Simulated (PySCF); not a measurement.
**H2AlS2, SMILES `[SH][Al][SH]` (H–S–Al–S torsion -180°, S–Al–S–H torsion 0°) (charge 0, multiplicity 2)**

Calculation: PySCF with CAM-B3LYP-D3(BJ)/def2-TZVP.

```json
{
 "highest_occupied_spin_orbital": "-7.28 eV",
 "dipole_moment": "0.284 e·Å",
 "total_energy": "-1040.1256 Ha",
 "cost": "about 70 core-seconds (a rough figure)"
}
```

```xyz
5

S      1.4048    -0.4983     0.5687
Al     0.0689     0.6628    -0.7333
S     -2.0861     0.3640    -0.4323
H      2.5308    -0.0026     0.0373
H     -1.9185    -0.5258     0.5595
```
Charge 0, spin multiplicity 2.
